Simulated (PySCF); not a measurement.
HfF3, SMILES [F][Hf+]([F])[F], charge +1, multiplicity 1.

Geometry: PBE0-D3(BJ)/def2-TZVP. The spin state was assumed, not searched. The isomer is the one that the SMILES or the coordinates give; other isomers of the formula were not compared. The def2 effective core potentials stand for the cores of Hf; spin–orbit coupling is left out.

Calculation: PySCF with PBE/def2-TZVPD.

The molecule is in vacuum.

Computed frontier levels, gap, dipole moment and polarisability:
The highest occupied level comes out as -16.15 eV, the lowest empty level comes out as -10.41 eV and the orbital gap is 5.74 eV. The dipole moment about the centre of nuclear charge comes out as 4.48 D and the mean static polarisability is 28.8 bohr³ (4.26 Å³). The polarisability, principal values comes out as 21.0, 32.6, 32.6 bohr³.
